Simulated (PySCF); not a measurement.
# Telling isomers of C₄HCl₂F₃O apart by NMR

How the numbers were obtained: GFN2-xTB geometry, σ from GIAO-PBE0/pcSseg-1, in PySCF (one averaged value for each set of equivalent atoms, one computed conformer, gas phase, no relativistic terms).

Chemical shifts δ = σref − σ; TMS for ¹H (σref 31.72) and ¹³C (σref 186.93), all at this level. Splittings of carbon signals by F and P are missing where no couplings were computed. Where no couplings were computed, multiplicities follow the n + 1 count of equivalent neighbours, and m marks all less simple cases (inequivalent or close neighbours, rings, F or P nearby). Shifts are as computed. Against solution values, carbons near 30 ppm lie about +3 ppm off and those near 130 ppm about +5 ppm; carbons on Cl a further +6 ppm. Of 1211 compounds with measured shifts, 218 miss one by over three times the rms of a fit or turn the order of signals round; such compounds aren't used in these exercises. Carbons bonded to Cl come out too deshielded.

(1) Tabulate the signals of `O=C(Cl)/C(=C/Cl)C(F)(F)F`, `O=C(Cl)/C=C(/Cl)C(F)(F)F` and their relative energies.

(2) What is the quickest way to tell O=C(Cl)/C(=C/Cl)C(F)(F)F from O=C(Cl)/C=C(/Cl)C(F)(F)F?

## Answers

(1) 
| SMILES | carbon types | δC | δH | E rel. (kcal/mol) |
| --- | --- | --- | --- | --- |
| O=C(Cl)/C(=C/Cl)C(F)(F)F | 3×C 1×CH | 172.6, 163.5, 134.0, 130.9 | 8.14 (m, 1H) | 0.0 |
| O=C(Cl)/C=C(/Cl)C(F)(F)F | 3×C 1×CH | 168.0, 159.3, 137.5, 127.9 | 6.84 (m, 1H) | 0.7 |

Energies are electronic energies at PBE0/pcSseg-1 on these geometries, without zero-point or thermal terms, each for the one conformer computed, which needn't be the lowest.

(2) Both give the same number of carbon signals, with the same numbers of each carbon type, so the positions decide. The first has a β carbon of a C=C–C=O unit (CH) at 163.5 ppm, the second an α carbon of a C=C–C=O unit (CH) at 137.5 ppm. Their most deshielded carbons lie at 172.6 and 168.0 ppm. In the proton spectra the most deshielded non-exchanging signals are 8.14 (m, 1H) and 6.84 (m, 1H).
